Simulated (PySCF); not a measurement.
Compound: C4H5NOSi.
Structure used (PBE0-D3(BJ)/def2-SVP), in Å, numbered top down from 1:
```
atom  x, y, z in Å
N1     2.7031    0.2749   -2.2138
C2     2.0448   -0.0044   -1.3005
Si3    0.9782   -0.5017    0.1473
C4    -0.6767   -1.1392   -0.3792
C5    -1.5663   -0.2311    0.0539
C6    -1.0281    0.9563    0.7998
O7     0.3711    0.8491    0.9203
H8     1.8525   -1.3201    1.0225
H9    -0.9655   -2.0316   -0.9370
H10   -2.6477   -0.3057   -0.1120
H11   -1.4840    1.0212    1.8054
H12   -1.2926    1.8921    0.2720
```

The closed-shell ground state was solved at several levels (PySCF, density fitting, gas phase, non-relativistic).

```json
{"level": "LC-wPBE/pcSseg-1", "basis functions": "151", "HOMO (eV)": "-11.01", "LUMO (eV)": "1.23", "gap (eV)": "12.24", "dipole (D)": "4.80"}
{"level": "OPBE/pcSseg-1", "basis functions": "151", "HOMO (eV)": "-7.00", "LUMO (eV)": "-1.93", "gap (eV)": "5.07", "dipole (D)": "4.54"}
{"level": "PBE0/IGLO-III", "basis functions": "304", "HOMO (eV)": "-8.29", "LUMO (eV)": "-1.13", "gap (eV)": "7.16", "dipole (D)": "4.74"}
{"level": "CAM-B3LYP/def2-SVPD", "basis functions": "187", "HOMO (eV)": "-9.65", "LUMO (eV)": "0.02", "gap (eV)": "9.67", "dipole (D)": "4.78"}
{"level": "KT2/pcSseg-1", "basis functions": "151", "HOMO (eV)": "-7.10", "LUMO (eV)": "-2.03", "gap (eV)": "5.07", "dipole (D)": "4.60"}
{"level": "PBE0/aug-cc-pVDZ", "basis functions": "210", "HOMO (eV)": "-8.25", "LUMO (eV)": "-1.09", "gap (eV)": "7.16", "dipole (D)": "4.73"}
{"level": "PBE0/6-31G*", "basis functions": "112", "HOMO (eV)": "-8.09", "LUMO (eV)": "-0.76", "gap (eV)": "7.33", "dipole (D)": "4.64"}
```

(1) Estimate the row for PBE0/STO-3G, a basis of 44 functions; the other rows only guide the guess.

(2) How much does the basis alone move the frontier levels among the 4 PBE0 rows (the withheld one included)?

(3) How far do the dipole and the HOMO energy spread over the levels?

## Answers

(1) HOMO -4.79 eV, LUMO 2.62 eV, gap 7.41 eV, dipole 3.78 D.

(2) The HOMO by 3.50 eV and the LUMO by 3.75 eV. By rising basis size (HOMO, LUMO in eV): STO-3G -4.79, 2.62; 6-31G* -8.09, -0.76; aug-cc-pVDZ -8.25, -1.09; IGLO-III -8.29, -1.13.

(3) The dipole runs from 3.78 to 4.80 D (mean 4.58 D) and the HOMO from -11.01 to -4.79 eV.
